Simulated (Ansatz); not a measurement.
Born–Oppenheimer molecular dynamics of ClH$_{5}$OW (8 atoms, charge 0, multiplicity 1). It starts from a relaxed structure.

These are results of RKS PBE-D4/def2-SVP in Ansatz, not measurements.

| Quantity | Value |
| --- | --- |
| ensemble | NVT, Langevin thermostat |
| time step | 0.5 fs |
| steps asked | 300 |
| set temperature | 300 K |
| friction | 0.005 /fs |
| seed | 754667 |

Frames 5 fs apart, positions in Å, forces in eV/Å.

Velocities at 75 fs (Å/ps):

```
W -0.03 0.84 -0.91
H 17.57 -23.97 -1.16
O -0.44 -3.87 4.21
H 1.21 0.30 35.95
H 0.96 9.82 -21.63
H 10.54 -7.00 8.60
H 6.19 -9.31 -6.86
Cl -1.63 -1.26 2.87
```

```xyz
8
Properties=species:S:1:pos:R:3:forces:R:3 time_fs=75 energy_less_start_eV=0.095 T=222
W 0.224 0.204 -0.277 0.44 -0.93 -0.76
H -0.531 0.546 1.216 0.00 0.14 -0.18
O 1.970 -0.534 -0.221 -0.59 0.80 -0.21
H 2.241 -1.371 0.173 0.16 -0.53 0.28
H 0.388 1.758 0.328 -0.02 0.44 0.12
H -1.336 -0.433 -0.144 0.12 -0.13 0.28
H 0.072 -0.992 0.892 -0.23 -0.02 -0.14
Cl -0.504 0.081 -2.501 0.13 0.23 0.62
8
Properties=species:S:1:pos:R:3:forces:R:3 time_fs=80 energy_less_start_eV=0.134 T=225
W 0.223 0.207 -0.282 0.98 -1.01 -1.03
H -0.459 0.455 1.222 -0.32 0.46 0.29
O 1.968 -0.555 -0.201 -0.18 -0.03 0.45
H 2.221 -1.339 0.353 -0.24 0.55 -0.51
H 0.375 1.847 0.238 -0.10 -0.32 0.18
H -1.305 -0.485 -0.085 0.06 0.05 0.10
H 0.080 -1.040 0.822 -0.18 0.11 0.08
Cl -0.512 0.073 -2.486 0.00 0.19 0.44
8
Properties=species:S:1:pos:R:3:forces:R:3 time_fs=85 energy_less_start_eV=0.193 T=164
W 0.224 0.207 -0.289 0.71 -0.60 -0.54
H -0.460 0.470 1.254 -0.09 0.31 -0.22
O 1.962 -0.572 -0.176 -0.33 0.91 -0.12
H 2.171 -1.250 0.483 0.06 -0.38 0.02
H 0.346 1.885 0.185 -0.05 -0.55 0.23
H -1.274 -0.507 -0.031 -0.12 0.11 -0.08
H 0.057 -1.073 0.747 -0.10 0.06 0.49
Cl -0.522 0.064 -2.468 -0.08 0.14 0.22
8
Properties=species:S:1:pos:R:3:forces:R:3 time_fs=90 energy_less_start_eV=0.175 T=189
W 0.227 0.206 -0.296 -0.17 -1.35 0.36
H -0.486 0.557 1.241 0.04 0.06 -0.47
O 1.945 -0.575 -0.158 0.26 0.38 0.39
H 2.127 -1.198 0.579 0.00 -0.06 -0.45
H 0.304 1.814 0.217 0.13 0.25 0.25
H -1.262 -0.512 -0.009 -0.20 0.15 -0.18
H 0.022 -1.076 0.782 0.06 0.45 0.18
Cl -0.533 0.055 -2.450 -0.13 0.12 -0.09
8
Properties=species:S:1:pos:R:3:forces:R:3 time_fs=95 energy_less_start_eV=0.133 T=201
W 0.231 0.204 -0.303 -0.74 -0.76 0.45
H -0.497 0.652 1.141 -0.29 0.01 0.19
O 1.931 -0.573 -0.140 0.52 0.11 0.40
H 2.083 -1.185 0.608 0.13 -0.14 -0.33
H 0.293 1.788 0.304 0.24 0.23 -0.15
H -1.303 -0.490 -0.021 0.23 0.27 -0.18
H 0.000 -0.972 0.877 0.10 0.19 0.03
Cl -0.543 0.046 -2.434 -0.19 0.09 -0.42
8
Properties=species:S:1:pos:R:3:forces:R:3 time_fs=100 energy_less_start_eV=0.147 T=168
W 0.235 0.203 -0.308 -0.20 1.14 0.70
H -0.543 0.734 1.089 -0.22 -0.04 0.11
O 1.927 -0.569 -0.115 0.35 0.31 -0.15
H 2.071 -1.198 0.599 0.30 -0.61 0.33
H 0.339 1.824 0.350 0.14 -0.40 -0.59
H -1.284 -0.445 -0.056 -0.20 -0.06 0.07
H -0.010 -0.821 0.971 0.03 -0.37 0.17
Cl -0.555 0.036 -2.422 -0.20 0.03 -0.62
8
Properties=species:S:1:pos:R:3:forces:R:3 time_fs=105 energy_less_start_eV=0.119 T=211
W 0.238 0.206 -0.308 -0.46 0.44 1.62
H -0.657 0.798 1.043 0.24 -0.12 -0.36
O 1.932 -0.565 -0.086 0.45 -0.85 0.84
H 2.122 -1.265 0.597 -0.07 0.60 -0.72
H 0.420 1.808 0.262 0.01 0.05 -0.38
H -1.295 -0.421 -0.086 -0.14 -0.09 0.18
H -0.028 -0.752 1.085 0.09 -0.04 -0.49
Cl -0.565 0.025 -2.412 -0.13 0.03 -0.69
8
Properties=species:S:1:pos:R:3:forces:R:3 time_fs=110 energy_less_start_eV=0.091 T=241
W 0.240 0.207 -0.306 -0.38 -0.73 0.76
H -0.744 0.848 0.900 0.11 0.20 0.22
O 1.941 -0.565 -0.051 -0.21 0.62 -0.55
H 2.177 -1.292 0.525 0.25 -0.67 0.60
H 0.506 1.823 0.083 -0.14 0.35 -0.04
H -1.327 -0.430 -0.072 0.39 0.20 0.05
H -0.035 -0.722 1.105 0.06 0.03 -0.43
Cl -0.573 0.019 -2.409 -0.07 0.00 -0.61
8
Properties=species:S:1:pos:R:3:forces:R:3 time_fs=115 energy_less_start_eV=0.134 T=225
W 0.241 0.207 -0.303 0.42 0.04 -0.63
H -0.802 0.966 0.774 0.12 0.15 0.46
O 1.948 -0.565 -0.015 0.23 -0.68 0.39
H 2.252 -1.353 0.513 -0.41 0.83 -0.40
H 0.556 1.884 -0.101 -0.30 -0.19 0.11
H -1.304 -0.427 -0.058 0.13 0.18 0.05
H -0.031 -0.693 1.058 -0.20 -0.24 0.43
Cl -0.582 0.013 -2.411 0.01 -0.10 -0.40
8
Properties=species:S:1:pos:R:3:forces:R:3 time_fs=120 energy_less_start_eV=0.211 T=180
W 0.242 0.205 -0.303 0.76 0.18 -0.10
H -0.815 1.116 0.750 0.60 -0.40 -0.08
O 1.957 -0.564 0.027 -0.61 1.16 -0.86
H 2.282 -1.344 0.471 0.15 -0.79 0.66
H 0.559 1.890 -0.272 -0.26 -0.15 0.29
H -1.256 -0.408 -0.018 -0.60 0.03 0.07
H -0.057 -0.694 1.085 -0.11 0.13 0.20
Cl -0.593 0.006 -2.412 0.08 -0.16 -0.19
8
Properties=species:S:1:pos:R:3:forces:R:3 time_fs=125 energy_less_start_eV=0.205 T=179
W 0.244 0.205 -0.302 -0.03 -1.15 0.31
H -0.699 1.185 0.738 0.26 -0.24 0.20
O 1.962 -0.553 0.054 -0.13 -0.05 -0.25
H 2.296 -1.372 0.491 -0.42 0.53 -0.06
H 0.515 1.866 -0.382 -0.02 0.25 0.33
H -1.312 -0.382 0.056 0.20 0.32 -0.24
H -0.077 -0.682 1.143 0.06 0.51 -0.25
Cl -0.602 -0.001 -2.414 0.09 -0.18 -0.05
8
Properties=species:S:1:pos:R:3:forces:R:3 time_fs=130 energy_less_start_eV=0.148 T=221
W 0.245 0.204 -0.300 0.46 -0.49 -0.52
H -0.497 1.216 0.790 -0.27 0.08 0.60
O 1.964 -0.536 0.070 -0.40 0.28 -0.46
H 2.270 -1.341 0.531 -0.17 0.09 0.18
H 0.447 1.885 -0.430 0.18 -0.05 0.22
H -1.339 -0.289 0.083 0.21 0.13 -0.22
H -0.082 -0.588 1.148 -0.02 0.16 0.18
Cl -0.608 -0.010 -2.419 0.01 -0.21 0.02
```

Of the whole run (150 fs, mean temperature of the second half 191 K): The mean temperature of the second half is 36 % below the set value. A run of 0.15 ps of so small a system gives no equilibrium averages.

Run time: 13 min on 1 thread of Arm Neoverse V2 (shared host), peak memory 0.13 GiB.
